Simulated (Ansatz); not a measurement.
`BN1C[SiH2]1` + `N=CF` → `BC(=N)F` + `C1N[SiH2]1` at 600 K and 1 bar (formal exchange of groups at a B–N bond).

Program: Ansatz. Geometries: PBE0-D4/def2-TZVP. ΔE: electronic, gas phase. CCSD(T)/CBS adds triple-zeta CCSD(T) − MP2 to the extrapolated MP2 energy (def2 sets, frozen cores). This one scheme is used for every species. One conformer a species, not always the lowest.

| species | CCSD(T)/CBS energy (Eh) | H − E (kJ/mol) | S (J/(mol·K)) |
| --- | --- | --- | --- |
| `BN1C[SiH2]1` | -410.22230 | 237.8 | 380.5 |
| `N=CF` | -193.72220 | 115.2 | 286.5 |
| `BC(=N)F` | -219.09487 | 156.6 | 345.8 |
| `C1N[SiH2]1` | -384.79623 | 195.0 | 330.8 |

H − E and S are ideal-gas, rigid-rotor, harmonic terms from PBE0-D4/def2-TZVP, for one conformer and one mirror image of each species. 1 Eh = 2625.50 kJ/mol, R = 8.31446 J/(mol·K).

Problem. By hand: ΔE, ΔH, ΔS and ΔG.

Solution. ΔE = (-219.09487) + (-384.79623) − (-410.22230) − (-193.72220) = 0.05340 Eh = 140.2 kJ/mol. Δ(H − E) = 156.6 + 195.0 − 237.8 − 115.2 = -1.4, so ΔH = 138.8 kJ/mol. ΔS = 345.8 + 330.8 − 380.5 − 286.5 = 9.6 J/(mol·K). ΔG = 138.8 − 600 × (9.6)/1000 = 133.0 kJ/mol.

Problem. By hand: the equilibrium constant, and the temperature at which ΔG would vanish if ΔH and ΔS stayed fixed.

Solution. log₁₀ K = −ΔG/(RT ln 10) = -11.6. ΔG = 0 at ΔH/ΔS = 14458 K, far beyond where these terms or the molecules hold.

The number of gas molecules stays the same, so ΔS is small and ΔH decides. A doubt of 5 kJ/mol in ΔE shifts log₁₀ K by 0.4 here. Other conformers and mirror images would add mixing entropy, several J/(mol·K) or more a flexible species. These are equilibria of isolated gas molecules and say nothing of rates. Largest T1 diagnostic: 0.014 (customary marks: 0.02 for closed shells, 0.045 for open ones).
